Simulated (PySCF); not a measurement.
An element was calculated at PBE (PySCF 2.14, non-relativistic, a double-zeta basis, no spin-orbit coupling), in the ground configurations that NIST lists.

| Property | Result |
| --- | --- |
| electron affinity | 0.892 eV |
| first ionisation energy | 6.661 eV |
| second ionisation energy | 13.893 eV |
| third ionisation energy | 28.077 eV |
| polarisability of the atom | 106 bohr³ |

Task: Which element is it?

Result: Titanium (Ti, Z = 22), in dyall-av2z. NIST lists 6.828, 13.575, 27.492 eV for these ionisation energies.
